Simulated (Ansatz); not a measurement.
`C[O][SnH]([CH3])[SeH]`. The species carries charge 0 and has multiplicity 1. Correlated methods include outer-core shells of Se, Sn, which these sets cover unevenly. Scalar relativity is left out up to krypton. Sn takes the def2 core potential.

```xyz
13

C     1.211   -1.725   -0.785
O     1.059   -0.330   -0.773
Sn   -0.629    0.459   -0.129
C    -0.382    1.006    1.912
Se   -0.976    2.567   -1.465
H     1.379   -2.137    0.221
H     0.345   -2.247   -1.218
H     2.085   -1.973   -1.395
H    -1.826   -0.721   -0.463
H     0.466    1.685    1.995
H    -1.281    1.499    2.280
H    -0.188    0.113    2.507
H    -1.263    1.803   -2.686
```

(1) Give the diagnostics of a CCSD(T)/def2-TZVPP run (frozen core, the Gaussian-basis code of Ansatz). (Estimate.)

Answers

(1) Computed: T1 = 0.0116, largest single amplitude 0.017, largest double 0.034, (T) share of the correlation energy 3.5 %, 10 CCSD cycles. The RHF solution is stable towards an unrestricted one. T1 lies under the customary mark of 0.02 for closed shells.
